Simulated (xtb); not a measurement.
GeO, charge +1, quartet, at a GFN2-xTB geometry of the parent state (a state made from the parent by changing its charge; the spin is typed, not shown lowest); GFN1-xTB (xtb).

Input for xtb:
```
$ xtb mol.xyz --gfn 1 --chrg 1 --uhf 3 --json

# file mol.xyz
2

Ge    -0.00000000    -0.00000000    -0.31515709
O      0.00000000     0.00000000     1.26062837
```

Output, abridged:

```
   ID    Z sym.   atoms
    1   32 Ge     1
    2    8 O      2

           -------------------------------------------------
          |                Calculation Setup                |
           -------------------------------------------------

           -------------------------------------------------
          |                 G F N 1 - x T B                 |
           -------------------------------------------------

          ...................................................
          :                      SETUP                      :
          :.................................................:
          :  # basis functions                  14          :
          :  # atomic orbitals                  13          :
          :  # shells                            5          :
          :  # electrons                         9          :
          :  # halogen bonds                     0          :
          :  max. iterations                   250          :
          :  Hamiltonian                  GFN1-xTB          :
          :  restarted?                      false          :
          :  GBSA solvation                  false          :
          :  PC potential                    false          :
          :  electronic temp.          300.0000000     K    :
          :  accuracy                    1.0000000          :
          :  -> integral cutoff          0.2500000E+02      :
          :  -> integral neglect         0.1000000E-07      :
          :  -> SCF convergence          0.1000000E-05 Eh   :
          :  -> wf. convergence          0.2000000E-04 e    :
          :  Broyden damping             0.4000000          :
          :  net charge                          1          :
          :  unpaired electrons                  3          :
          ...................................................

 iter      E             dE          RMSdq      gap      omega  full diag
   1     -3.7694950 -0.376950E+01  0.199E+01    0.00       0.0  T
   2     -4.6859318 -0.916437E+00  0.131E+01    0.00       1.0  T
   3     -5.2688091 -0.582877E+00  0.652E+00    0.00       1.0  T
   4     -5.2979873 -0.291783E-01  0.567E+00    0.00       1.0  T
   5     -5.4776537 -0.179666E+00  0.225E+00    0.00       1.0  T
   6     -5.3834764  0.941773E-01  0.439E+00    0.00       1.0  T
   7     -5.4920372 -0.108561E+00  0.110E+00    0.00       1.0  T
   8     -5.4879647  0.407250E-02  0.124E+00    0.00       1.0  T
[...]
         :: total energy              -5.468384743400 Eh    ::
[...]
           -------------------------------------------------

    * Orbital Energies and Occupations

         #    Occupation            Energy/Eh            Energy/eV
      -------------------------------------------------------------
         1        2.0000           -1.1348039             -30.8796
         2        2.0000           -0.9954900             -27.0887
         3        1.5000           -0.9239482             -25.1419
         4        1.5000           -0.9239482             -25.1419
         5        1.0000           -0.8228936             -22.3921
         6        0.5000           -0.6048829             -16.4597 (HOMO)
         7        0.5000           -0.6048829             -16.4597 (LUMO)
         8                         -0.5793873             -15.7659
         9                         -0.5793873             -15.7659
        10                         -0.5324529             -14.4888
        11                         -0.5155215             -14.0281
        12                         -0.5155215             -14.0281
        13                         -0.1073168              -2.9202
      -------------------------------------------------------------
                  HL-Gap            0.0000000 Eh            0.0000 eV
             Fermi-level           -0.7644155 Eh          -20.8008 eV

  Mulliken/CM5 charges         n(s)   n(p)   n(d)
     1Ge    0.92856  0.97566   1.446  1.156  0.470
     2O     0.07144  0.02434   1.834  4.094  0.000

Wiberg/Mayer (AO) data.
largest (>0.10) Wiberg bond orders for each atom

 ---------------------------------------------------------------------------
     #   Z sym  total        # sym  WBO       # sym  WBO       # sym  WBO
 ---------------------------------------------------------------------------
     1  32 Ge   1.351 --     2 O    1.351
     2   8 O    1.351 --     1 Ge   1.351
 ---------------------------------------------------------------------------

Topologies differ in total number of bonds
Writing topology from bond orders to xtbtopo.mol

 dipole moment from electron density (au)
     X       Y       Z
   0.0000   0.0000  -0.1184  total (Debye):    0.301

           -------------------------------------------------
          | TOTAL ENERGY               -5.468384743400 Eh   |
          | GRADIENT NORM               0.174796842733 Eh/α |
          | HOMO-LUMO GAP               0.000000000000 eV   |
           -------------------------------------------------

normal termination of xtb
```
